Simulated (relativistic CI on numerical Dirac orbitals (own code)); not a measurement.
## Br⁵⁺: q coefficients and field-shift factors

Computed by Dirac-Coulomb-Breit CI, orbitals from a KLI potential per configuration, valence Slater integrals scaled by 0.85, P86 correlation energy added to each configuration, derivatives by finite differences, QED left out (own radial code, finite nucleus).

Configurations in the expansion (outside the closed core [Ar] 3d10): 4s2, 4s 4p, 4p2, 4s 4d, 4s 4f, 4d2, 4p 4d, 4s 5s. Levels of other configurations are missing.

With x = (α/α₀)² − 1 an excitation energy changes as ω = ω₀ + qx; K = 2q/ω₀ is the relative enhancement. Terms are leading LS components, so labels can repeat. The field-shift factor is F = δν/δ⟨r²⟩ for the transition from the lowest level.

Lowest level 4s2 1S_0.

| Level | ω₀ (cm⁻¹) | q (cm⁻¹) | K | F (GHz/fm²) |
| --- | --- | --- | --- | --- |
| 4s 4p 3P°_0 | 100738 | 3217 | 0.0639 | -7.37 |
| 4s 4p 3P°_1 | 102798 | 5168 | 0.101 | -7.38 |
| 4s 4p 3P°_2 | 107519 | 10270 | 0.191 | -7.42 |
| 4s 4p 1P°_1 | 149246 | 8754 | 0.117 | -7.46 |
| 4p2 3P_0 | 241589 | 10120 | 0.0838 | -15.2 |
| 4p2 1D_2 | 244456 | 13910 | 0.114 | -14.3 |
| 4p2 3P_1 | 244712 | 14150 | 0.116 | -15.2 |
| 4p2 3P_2 | 250912 | 20550 | 0.164 | -14.9 |
| 4p2 1S_0 | 282757 | 18250 | 0.129 | -14.9 |
| 4s 4d 3D_1 | 302016 | 10840 | 0.0718 | -7.04 |
| 4s 4d 3D_2 | 302326 | 11140 | 0.0737 | -7.04 |
| 4s 4d 3D_3 | 302803 | 11630 | 0.0768 | -7.04 |
| 4s 4d 1D_2 | 330952 | 11800 | 0.0713 | -8.09 |

At this charge configurations can still be misplaced by up to about 7 % of their energy.
